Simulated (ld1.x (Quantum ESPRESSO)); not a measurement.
An all-electron radial function and its pseudo partner (zinc (Zn))

Columns: radius, all-electron u(r) and pseudo u(r) of the 4s shell (level -23.03 eV) of zinc in the configuration [Ar] 3d10 4s0 4p0; PBE, scalar-relativistic, TM semilocal scheme, ld1.x (Quantum ESPRESSO) 7.5.

```
r (bohr)  all-electron   pseudo
   0.093       -0.1097  -0.0173
   0.185       -0.1854  -0.0352
   0.278        0.0222  -0.0547
   0.370        0.2282  -0.0763
   0.463        0.3323  -0.1013
   0.555        0.3318  -0.1300
   0.648        0.2579  -0.1640
   0.740        0.1442  -0.2035
   0.833        0.0121  -0.2498
   0.925       -0.1202  -0.3020
   1.018       -0.2462  -0.3608
   1.110       -0.3583  -0.4233
   1.203       -0.4566  -0.4884
   1.295       -0.5383  -0.5511
   1.388       -0.6055  -0.6093
   1.480       -0.6576  -0.6583
   1.573       -0.6970  -0.6971
   1.665       -0.7243  -0.7243
   1.758       -0.7413  -0.7413
   1.850       -0.7492  -0.7492
   1.943       -0.7493  -0.7493
   2.035       -0.7428  -0.7428
   2.128       -0.7307  -0.7307
   2.220       -0.7142  -0.7142
   2.313       -0.6939  -0.6939
   2.405       -0.6709  -0.6709
```

(1) How many radial nodes do the two functions have?

(2) At about which radius was the pseudo-wave matched?

(3) Is the pseudo-wave norm-conserving?

Answers

(1) The all-electron 4s function has n − l − 1 = 3 (the table is too coarse to show those close to the nucleus); the pseudo-wave has 0, since the states of the same l below it are removed with the core.

(2) 1.70 bohr. The columns agree to 0.0005 from 1.57 bohr on; several derivatives are matched, so the curves merge somewhat inside the radius.

(3) Yes: the TM semilocal scheme keeps the norm inside the radius equal to the all-electron one, which fixes the energy derivative of the logarithmic derivative at the level.
